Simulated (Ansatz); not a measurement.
Total energies of FGeH3OSi (`[F][Ge][O][SiH3]`).

Z-matrix (Å, degrees):
```
Si
O 1 1.653
H 1 1.484 2 107.6
H 1 1.485 2 110.5 3 119.3
H 1 1.485 2 110.5 3 -119.3
Ge 2 1.767 1 137.3 3 179.9
F 6 1.764 2 97.7 1 0.0
```

Total charge 0; spin multiplicity 1. Correlated methods include outer-core shells of Ge, which these sets cover unevenly. Scalar relativity is left out up to krypton. The structure was optimised at the PBE0-D4/def2-TZVP level. It is one conformer, not always the lowest. Basis def2-TZVPP, Ansatz.

RPA on PBE orbitals: Hartree–Fock energy of these orbitals -2540.47801 Eh, correlation -1.32333 Eh (frozen core).

```json
{"functional": "LDA (SPW92)", "kind": "LDA", "energy without D4 (Eh)": "-2538.05547", "D4 term (kJ/mol)": "–"}
{"functional": "revPBE", "kind": "GGA", "energy without D4 (Eh)": "-2543.27766", "D4 term (kJ/mol)": "-42.1"}
{"functional": "r2SCAN", "kind": "meta-GGA", "energy without D4 (Eh)": "-2543.44726", "D4 term (kJ/mol)": "-3.4"}
{"functional": "B97M-V", "kind": "meta-GGA with VV10", "energy without D4 (Eh)": "-2543.03790", "D4 term (kJ/mol)": "–"}
{"functional": "PBE0", "kind": "global hybrid, 25 % exact exchange", "energy without D4 (Eh)": "-2542.99611", "D4 term (kJ/mol)": "-12.8"}
{"functional": "B3LYP", "kind": "global hybrid, 20 %", "energy without D4 (Eh)": "-2543.63614", "D4 term (kJ/mol)": "-24.7"}
{"functional": "r2SCANh", "kind": "meta-GGA hybrid, 10 %", "energy without D4 (Eh)": "-2543.42598", "D4 term (kJ/mol)": "-3.7"}
{"functional": "HSE06 (plane-wave form)", "kind": "screened hybrid", "energy without D4 (Eh)": "-2542.98267", "D4 term (kJ/mol)": "-12.0"}
{"functional": "BHLYP", "kind": "global hybrid, 50 %", "energy without D4 (Eh)": "-2543.47421", "D4 term (kJ/mol)": "-20.7"}
{"functional": "CAM-B3LYP", "kind": "range-separated hybrid", "energy without D4 (Eh)": "-2543.64979", "D4 term (kJ/mol)": "-13.1"}
{"functional": "LC-ωPBE", "kind": "long-range corrected hybrid", "energy without D4 (Eh)": "-2543.09059", "D4 term (kJ/mol)": "–"}
{"functional": "ωB97X-V", "kind": "range-separated hybrid GGA with VV10", "energy without D4 (Eh)": "-2543.26545", "D4 term (kJ/mol)": "–"}
{"functional": "B2PLYP", "kind": "double hybrid", "energy without D4 (Eh)": "-2542.97909", "D4 term (kJ/mol)": "–"}
{"functional": "PBE-QIDH", "kind": "double hybrid", "energy without D4 (Eh)": "-2542.56160", "D4 term (kJ/mol)": "–"}
```

Problem. Give the same for PBE, BLYP, r2SCAN0, ωB97M-V. (Estimate.)

Solution. The calculation gave: 
```json
{"functional": "PBE", "kind": "GGA", "energy without D4 (Eh)": "-2542.91962", "D4 term (kJ/mol)": "-15.1"}
{"functional": "BLYP", "kind": "GGA", "energy without D4 (Eh)": "-2543.60670", "D4 term (kJ/mol)": "-32.9"}
{"functional": "r2SCAN0", "kind": "meta-GGA hybrid, 25 %", "energy without D4 (Eh)": "-2543.39579", "D4 term (kJ/mol)": "-4.1"}
{"functional": "ωB97M-V", "kind": "range-separated hybrid meta-GGA with VV10", "energy without D4 (Eh)": "-2543.38224", "D4 term (kJ/mol)": "–"}
```

B3LYP takes the VWN-RPA correlation (the form of Gaussian; ORCA's B3LYP/G). HSE06 is the plane-wave form, built on full-range PBE exchange. The double hybrids freeze the cores in their second-order part.

LC-ωPBE has ω = 0.4 bohr⁻¹.
